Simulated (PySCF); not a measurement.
C₇H₇N₃.
Atom-mapped SMILES: `[N:1]#[C:2][c:3]1[cH:4][cH:5][n:6][n:7]1[CH:8]1[CH2:9][CH2:10]1` (hydrogens: H11 on C4; H12 on C5; H13 on C8; H14, H15 on C9; H16, H17 on C10)

Structure used (PBE0-D3(BJ)/def2-SVP), in Å, numbered top down from 1:
```xyz
17
C7H7N3 angstrom
N      0.8001    3.0287    1.7036
C      1.0259    2.0662    1.0964
C      1.2951    0.8882    0.3565
C      2.4898    0.3848   -0.1498
C      2.1102   -0.8086   -0.7810
N      0.8011   -1.0222   -0.6683
N      0.3194   -0.0043    0.0154
C     -1.0818    0.1071    0.3008
C     -1.8995   -1.1372    0.4226
C     -2.0716   -0.2407   -0.7675
H      3.4754    0.8330   -0.0598
H      2.7348   -1.5256   -1.3112
H     -1.2826    0.9502    0.9647
H     -2.6740   -1.1587    1.1931
H     -1.3656   -2.0765    0.2602
H     -2.9689    0.3771   -0.8517
H     -1.6487   -0.5906   -1.7126
```

The closed-shell ground state was solved at several levels (PySCF, density fitting, gas phase, non-relativistic).

```
         level  basis functions  HOMO (eV)  LUMO (eV)  gap (eV)  dipole (D)
PBE0/def2-SVPD              256      -7.54      -1.30      6.24        2.53
 PBE0/pcSseg-1              205      -7.53      -1.26      6.27        2.49
```

(1) What might B97-2/pcSseg-1 (205 basis functions) give for the same quantities?

(2) Over all these levels, which gives the widest orbital gap and which the narrowest?

(3) How far do the dipole and the HOMO energy spread over the levels?

Results:

(1) HOMO -7.28 eV, LUMO -1.31 eV, gap 5.97 eV, dipole 2.51 D.

(2) PBE0/pcSseg-1 (global hybrid, 25 % exact exchange) has the widest, 6.27 eV, and B97-2/pcSseg-1 (global hybrid, 21 % exact exchange) the narrowest, 5.97 eV. The two share the basis. From the narrowest to the widest the HOMO moves by -0.25 eV and the LUMO by +0.05 eV.

(3) The dipole runs from 2.49 to 2.53 D (mean 2.51 D) and the HOMO from -7.54 to -7.28 eV.

One conformer stands for the species.
